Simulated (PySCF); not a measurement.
**Shifts of the heteroatoms**

Cartesian coordinates in Å; atom numbers follow the order of the lines, from 1:
```xyz
21

Si   -2.1918    0.5045    1.5560
N    -1.6606    0.0214   -0.0297
Si   -2.7065   -0.2700   -1.3933
C    -0.2874   -0.1234   -0.2242
C     0.3458   -0.8395   -1.2787
C     1.6884   -0.7317   -1.0887
N     1.9388    0.0169    0.0285
Si    3.4879    0.3605    0.7465
C     0.7188    0.3816    0.5512
H    -1.8822    1.9202    1.7931
H    -1.5053   -0.3339    2.5414
H    -3.6336    0.2886    1.5908
H    -2.1685    0.4447   -2.5532
H    -4.0183    0.2500   -1.0215
H    -2.7900   -1.7088   -1.6750
H    -0.1479   -1.3694   -2.0692
H     2.4988   -1.1310   -1.6666
H     3.4789    1.7670    1.1470
H     3.6867   -0.5074    1.9108
H     4.4697    0.0903   -0.2998
H     0.6693    0.9865    1.4342
```

Calculated, not measured (PySCF): GFN2-xTB structure, PBE0/pcSseg-1 with gauge-including orbitals. Averaged over atoms made equivalent by symmetry, fast rotation or ring inversion, gas phase, non-relativistic, one computed conformer.

**Question.** Predict the ²⁹Si NMR data.

**Answer.** 
| atoms | environment | σ (ppm) | δ (ppm) |
| --- | --- | --- | --- |
| Si8 | silicon bonded to N, 3 H | 400.0 | -48.8 |
| Si1/Si3 | silicon bonded to N, 3 H | 400.5 | -49.2 |

Shieldings were converted by a linear fit to measured shifts: ²⁹Si (scatter 8.9 ppm rms, 25.8 ppm with the 6 outliers that the fit left out vs TMS, solution or neat liquid). A few per cent of atoms miss by over 2 rms, more outside the fitted compound classes.

On a 400 MHz spectrometer ²⁹Si resonates near 79.5 MHz, so 1 ppm is 79.5 Hz.

**Question.** Where does ¹⁵N resonate?

**Answer.** 
```json
{"atoms": "N7", "environment": "pyrrole-type ring nitrogen", "σ (ppm)": "114.6", "δ (ppm)": "-253.6"}
{"atoms": "N2", "environment": "aniline-type nitrogen", "σ (ppm)": "238.7", "δ (ppm)": "-368.0"}
```

Shieldings were converted by a linear fit to measured shifts: ¹⁵N: δ = -148.07 − 0.921σ (rms 6.3 ppm, 71 shifts vs CH3NO2, solution or neat liquid). A few per cent of atoms miss by over 2 rms, more outside the fitted compound classes.

On a 600 MHz spectrometer ¹⁵N resonates near 60.8 MHz, so 1 ppm is 60.8 Hz.
